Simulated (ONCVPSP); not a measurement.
# Pt, ONCV: configuration errors across variants

| Item | Value |
| --- | --- |
| Element | platinum |
| Generator | ONCVPSP 4.0.1 |
| Type | optimised norm-conserving Vanderbilt (ONCV) |
| Functional | PW91 |
| Relativity | scalar-relativistic |
| Frozen core | [Kr] 4d10 4f14 |
| Valence charge | 18 |
| Reference configuration | 5s2 5p6 5d9 6s1 |
| Partial waves | 5s+6s: rc 1.75 bohr, ncon 4, nbas 7, qcut 8.6 1/bohr, 2 projectors; 5p: rc 1.90 bohr, ncon 4, nbas 9, qcut 6.1 1/bohr, 2 projectors, debl 3.9 Ha; 5d: rc 1.95 bohr, ncon 3, nbas 8, qcut 7.6 1/bohr, 1 projector |
| Local potential | polynomial inside 1.55 bohr (lpopt 5, dvloc0 1 Ha) |
| Core correction | polynomial model core, fcfact 0.5 |

All-electron excitation energies from the reference (eV): (1) 5s2 5p6 5d9 6s0 9.272; (2) 5s2 5p6 5d8 6s0 29.315; (3) 5s2 5p6 5d7 6s0 61.613; (4) 5s1 5p6 5d9 6s1 108.612.

Errors AE − PS in meV (a dash: test not solved or not reliable):

```csv
change,(1),(2),(3),(4),bound ghosts,GHOST(+) flags above zero
base,-5.7,-7.5,-14,-525,none,none
"all radii but the core radius scaled by about 0.80 (s 1.40, p 1.52, d 1.56 bohr); local potential polynomial inside 1.24 bohr (lpopt 5, dvloc0 1 Ha)",-4.5,-4.7,-7.8,-209,none,s
"all radii but the core radius scaled by about 0.86 (s 1.50, p 1.64, d 1.68 bohr); local potential polynomial inside 1.34 bohr (lpopt 5, dvloc0 1 Ha)",-4.8,-5.6,-10,-278,none,s
"all radii but the core radius scaled by about 0.95 (s 1.66, p 1.80, d 1.84 bohr); local potential polynomial inside 1.48 bohr (lpopt 5, dvloc0 1 Ha)",-5.4,-4.8,-4.6,-408,none,none
"all radii but the core radius scaled by about 1.14 (s 2.00, p 2.18, d 2.22 bohr); local potential polynomial inside 1.78 bohr (lpopt 5, dvloc0 1 Ha)",-6.2,-13,-30,-808,none,none
"all radii but the core radius scaled by about 1.25 (s 2.20, p 2.38, d 2.44 bohr); local potential polynomial inside 1.94 bohr (lpopt 5, dvloc0 1 Ha)",-6.6,-20,-46,-1094,none,none
"all radii but the core radius scaled by about 1.33 (s 2.32, p 2.52, d 2.58 bohr); local potential polynomial inside 2.06 bohr (lpopt 5, dvloc0 1 Ha)",-6.5,-26,-62,-1156,none,none
```

**Question.** Give the same row for: all radii but the core radius scaled by about 1.10 (s 1.92, p 2.10, d 2.14 bohr); local potential polynomial inside 1.70 bohr (lpopt 5, dvloc0 1 Ha).

**Answer.** -5.9, -11, -23, -683; bound ghosts: none; GHOST(+) flags above zero: none.
